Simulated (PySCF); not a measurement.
Spinor energies of Er (erbium, neutral)

Start: [Xe] 4f12 6s2; 4f5/2 filled at m_j = -5/2, -3/2, -1/2, +1/2, +3/2, +5/2; 4f7/2 filled at m_j = -3/2, -1/2, +1/2, +3/2, +5/2, +7/2. Calculated with PySCF 2.14 in x2c-TZVPall-2c with one added diffuse shell each of s, p, d, f type (12s12p11d5f1g, 147 functions): generalised Hartree-Fock with the X2C-1e Hamiltonian and a Gaussian nucleus; one run each with spin-orbit coupling (SO) switched off, then screened by Boettger's factors.

```json
{"spinor shell": "1s1/2", "electrons": "2", "ε, spin-free (eV)": "-57777.0", "ε, screened SO (eV)": "-57763.8", "weight of nominal j (screened SO)": "1.000", "rms radius, screened SO (bohr)": "0.0231"}
{"spinor shell": "2s1/2", "electrons": "2", "ε, spin-free (eV)": "-9834.9", "ε, screened SO (eV)": "-9830.9", "weight of nominal j (screened SO)": "1.000", "rms radius, screened SO (bohr)": "0.0935"}
{"spinor shell": "2p1/2", "electrons": "2", "ε, spin-free (eV)": "-8695.7", "ε, screened SO (eV)": "-9345.3", "weight of nominal j (screened SO)": "1.000", "rms radius, screened SO (bohr)": "0.0798"}
{"spinor shell": "3s1/2", "electrons": "2", "ε, spin-free (eV)": "-2258.0", "ε, screened SO (eV)": "-2256.8", "weight of nominal j (screened SO)": "1.000", "rms radius, screened SO (bohr)": "0.240"}
{"spinor shell": "3p1/2", "electrons": "2", "ε, spin-free (eV)": "-1904.8", "ε, screened SO (eV)": "-2043.8", "weight of nominal j (screened SO)": "1.000", "rms radius, screened SO (bohr)": "0.231"}
{"spinor shell": "3p3/2", "electrons": "4", "ε, spin-free (eV)": "-1904.8", "ε, screened SO (eV)": "-1845.7", "weight of nominal j (screened SO)": "1.000", "rms radius, screened SO (bohr)": "0.245"}
{"spinor shell": "3d3/2", "electrons": "4", "ε, spin-free (eV)": "-1460.2", "ε, screened SO (eV)": "-1485.8", "weight of nominal j (screened SO)": "1.000", "rms radius, screened SO (bohr)": "0.218"}
{"spinor shell": "3d5/2", "electrons": "6", "ε, spin-free (eV)": "-1460.2", "ε, screened SO (eV)": "-1442.0", "weight of nominal j (screened SO)": "1.000", "rms radius, screened SO (bohr)": "0.222"}
{"spinor shell": "4s1/2", "electrons": "2", "ε, spin-free (eV)": "-471.69", "ε, screened SO (eV)": "-471.35", "weight of nominal j (screened SO)": "1.000", "rms radius, screened SO (bohr)": "0.541"}
{"spinor shell": "4p1/2", "electrons": "2", "ε, spin-free (eV)": "-353.05", "ε, screened SO (eV)": "-385.33", "weight of nominal j (screened SO)": "0.998", "rms radius, screened SO (bohr)": "0.554"}
{"spinor shell": "4p3/2", "electrons": "4", "ε, spin-free (eV)": "-353.05", "ε, screened SO (eV)": "-339.25", "weight of nominal j (screened SO)": "0.999", "rms radius, screened SO (bohr)": "0.585"}
{"spinor shell": "4d3/2", "electrons": "4", "ε, spin-free (eV)": "-190.96", "ε, screened SO (eV)": "-197.64", "weight of nominal j (screened SO)": "0.980", "rms radius, screened SO (bohr)": "0.625"}
{"spinor shell": "4d5/2", "electrons": "6", "ε, spin-free (eV)": "-190.96", "ε, screened SO (eV)": "-186.27", "weight of nominal j (screened SO)": "0.987", "rms radius, screened SO (bohr)": "0.637"}
{"spinor shell": "5s1/2", "electrons": "2", "ε, spin-free (eV)": "-63.075", "ε, screened SO (eV)": "-63.033", "weight of nominal j (screened SO)": "1.000", "rms radius, screened SO (bohr)": "1.36"}
{"spinor shell": "5p1/2", "electrons": "2", "ε, spin-free (eV)": "-32.849", "ε, screened SO (eV)": "-37.123", "weight of nominal j (screened SO)": "0.990", "rms radius, screened SO (bohr)": "1.54"}
{"spinor shell": "5p3/2", "electrons": "4", "ε, spin-free (eV)": "-32.849", "ε, screened SO (eV)": "-31.061", "weight of nominal j (screened SO)": "0.995", "rms radius, screened SO (bohr)": "1.66"}
{"spinor shell": "4f5/2", "electrons": "6", "ε, spin-free (eV)": "-13.800", "ε, screened SO (eV)": "-14.899", "weight of nominal j (screened SO)": "0.895", "rms radius, screened SO (bohr)": "0.896"}
{"spinor shell": "4f7/2", "electrons": "6", "ε, spin-free (eV)": "-13.800", "ε, screened SO (eV)": "-12.621", "weight of nominal j (screened SO)": "0.911", "rms radius, screened SO (bohr)": "0.929"}
{"spinor shell": "6s1/2", "electrons": "2", "ε, spin-free (eV)": "-5.227", "ε, screened SO (eV)": "-5.231", "weight of nominal j (screened SO)": "1.000", "rms radius, screened SO (bohr)": "4.63"}
```

Task: Where does 2p3/2 lie, and what is the 2p spin-orbit splitting (screened SO)?

Result: At -8423.3 eV, 922.02 eV above 2p1/2.

| quantity | spin-free | screened SO |
| --- | --- | --- |
| E (hartree) | -13076.64447 | -13087.54064 |
| M_J | 6 | 6 |
| ⟨J²⟩ | 42.018 | 42.019 |
| ⟨L²⟩ | 30.015 | 30.189 |
| ⟨S²⟩ | 2.003 | 2.085 |

Each row is a mean over spinors that exchange with the open shell spreads, by up to 12.974 eV (4d5/2).

Rows whose weight is well below 1 are mixtures of j = l ± 1/2: exchange outweighs spin-orbit coupling there, and the label is only the starting occupation.

Breit and QED terms are absent; they matter most for the inner s and p1/2 levels.

Densities and radii are taken from the X2C orbitals without a picture-change correction, which distorts them close to the nucleus.

Without spin-orbit coupling the j labels of p, d and f shells carry no meaning; the spin-free column gives the mean over the occupied spinors of each nl shell.
